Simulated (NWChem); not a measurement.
Molecule: CH₄BrFSi; SMILES C[SiH](F)Br

```xyz
8

Si     0.0723    -0.9124     0.3856
C     -1.4276    -1.7622    -0.2908
F      1.3940    -1.4999    -0.3492
Br    -0.0265     1.2622    -0.0444
H      0.2668    -1.0801     1.8467
H     -1.3752    -2.8444    -0.0922
H     -2.3414    -1.3638     0.1753
H     -1.4978    -1.6090    -1.3782
```
Atoms are numbered in this order, from 1.

Computed with NWChem. Geometry optimised at PBE0/def2-SVP; all other runs use it. This build's default masses of Se (78.918 u) and Br (79.917 u) are each other's, which moves their modes by up to 0.6 %.

```tsv
quantity	level	value
cavity-dispersion-structure term (kcal/mol) in water	PBE0/def2-SVP, SMD	2.4
vertical ionisation energy, ΔSCF (eV)	PBE/def2-SVP	___
isotropic polarisability (bohr³), static	PBE/def2-SVPD	___
vertical, lowest state with f > 0.02, singlet (eV)	PBE/def2-SVPD, TDA	6.76
dipole (D)	PBE0/def2-SVP	2.23
highest harmonic frequency (cm⁻¹)	PBE0/def2-SVP	___
```

### Question
Some entries are withheld; supply them.

### Answer

- vertical ionisation energy, ΔSCF (eV), value: 10.31
- isotropic polarisability (bohr³), static, value: 62.1
- highest harmonic frequency (cm⁻¹), value: 3179
